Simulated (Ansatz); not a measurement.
`C[N](C)[AlH2]` + `N=C[SeH]` → `[AlH2]/[N]=C\[SeH]` + `CNC` at 298.15 K and 1 bar (ligand exchange at the Al–N bond).

Calculated with Ansatz (gas phase, PBE0-D4/def2-TZVP geometries, no zero-point term in ΔE). CCSD(T)/CBS is the MP2 limit (def2-TZVPP, def2-QZVPP) plus CCSD(T) − MP2 in def2-TZVPP, frozen cores. This one scheme is used for every species. For Se outer-core shells are correlated without core-valence functions, which leaves a few kJ/mol of doubt a bond. Scalar relativity is left out up to krypton. One conformer a species, not always the lowest.

```json
{"species": "`C[N](C)[AlH2]`", "CCSD(T)/CBS energy (Eh)": "-377.63984", "H − E (kJ/mol)": "270.8", "S (J/(mol·K))": "312.9"}
{"species": "`N=C[SeH]`", "CCSD(T)/CBS energy (Eh)": "-2495.22891", "H − E (kJ/mol)": "115.1", "S (J/(mol·K))": "281.9"}
{"species": "`[AlH2]/[N]=C\\[SeH]`", "CCSD(T)/CBS energy (Eh)": "-2737.86550", "H − E (kJ/mol)": "130.0", "S (J/(mol·K))": "341.5"}
{"species": "`CNC`", "CCSD(T)/CBS energy (Eh)": "-135.00321", "H − E (kJ/mol)": "256.9", "S (J/(mol·K))": "271.4"}
```

H − E and S are ideal-gas, rigid-rotor, harmonic terms from PBE0-D4/def2-TZVP, for one conformer and one mirror image of each species. 1 Eh = 2625.50 kJ/mol, R = 8.31446 J/(mol·K).

By hand: ΔE, ΔH, ΔS and ΔG.

ΔE = (-2737.86550) + (-135.00321) − (-377.63984) − (-2495.22891) = 0.00004 Eh = 0.1 kJ/mol. Δ(H − E) = 130.0 + 256.9 − 270.8 − 115.1 = 1.0, so ΔH = 1.1 kJ/mol. ΔS = 341.5 + 271.4 − 312.9 − 281.9 = 18.1 J/(mol·K). ΔG = 1.1 − 298.15 × (18.1)/1000 = -4.3 kJ/mol.

By hand: the equilibrium constant, and the temperature at which ΔG would vanish if ΔH and ΔS stayed fixed.

log₁₀ K = −ΔG/(RT ln 10) = 0.8. ΔG = 0 at ΔH/ΔS = 61 K, though so small a ΔH makes that figure unsure.

TΔS isn't small against ΔH here. The sign of ΔG lies within the doubt. A doubt of 5 kJ/mol in ΔE shifts log₁₀ K by 0.9 here. Other conformers and mirror images would add mixing entropy, several J/(mol·K) or more a flexible species. These are equilibria of isolated gas molecules and say nothing of rates. Largest T1 diagnostic: 0.013 (customary marks: 0.02 for closed shells, 0.045 for open ones).
